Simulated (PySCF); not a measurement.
# Spinor energies of Cs(32+) (caesium, charge +32)

Start: [Ar] 3d5; 3d3/2 filled at m_j = -3/2, -1/2, +1/2, +3/2; 3d5/2 filled at m_j = +5/2. Calculated with PySCF 2.14 in an even-tempered Gaussian basis (16 s from 5.5 bohr⁻², ratio 2.8; 12 p from 7.2 bohr⁻², ratio 2.8; 8 d from 7.2 bohr⁻², ratio 2.8; 3 f from 25 bohr⁻², ratio 3): generalised Hartree-Fock with the X2C-1e Hamiltonian and a Gaussian nucleus; one run each with spin-orbit coupling (SO) switched off, then screened by Boettger's factors.

```tsv
spinor shell	electrons	ε, spin-free (eV)	ε, screened SO (eV)	weight of nominal j (screened SO)	rms radius, screened SO (bohr)
1s1/2	2	-37616.7	-37611.7	1.000	0.0298
2s1/2	2	-7191.8	-7189.8	1.000	0.121
2p1/2	2	-6597.8	-6850.5	0.999	0.104
2p3/2	4	-6597.8	-6483.2	1.000	0.109
3s1/2	2	-2480.3	-2479.7	1.000	0.303
3p1/2	2	-2281.6	-2347.2	0.967	0.293
3p3/2	4	-2281.6	-2251.4	0.984	0.304
3d3/2	4	-2050.2	-2052.3	0.816	0.268
3d5/2	1	-2050.2	-2039.0	1.000	0.270
```

| quantity | spin-free | screened SO |
| --- | --- | --- |
| E (hartree) | -7094.99724 | -7098.05910 |
| M_J | 5/2 | 5/2 |
| ⟨J²⟩ | 8.750 | 8.763 |
| ⟨L²⟩ | 0.000 | 1.382 |
| ⟨S²⟩ | 8.750 | 6.393 |

Each row is a mean over spinors that exchange with the open shell spreads, by up to 38.631 eV (3p3/2).

Rows whose weight is well below 1 are mixtures of j = l ± 1/2: exchange outweighs spin-orbit coupling there, and the label is only the starting occupation.

Breit and QED terms are absent; they matter most for the inner s and p1/2 levels.

Densities and radii are taken from the X2C orbitals without a picture-change correction, which distorts them close to the nucleus.

Without spin-orbit coupling the j labels of p, d and f shells carry no meaning; the spin-free column gives the mean over the occupied spinors of each nl shell.
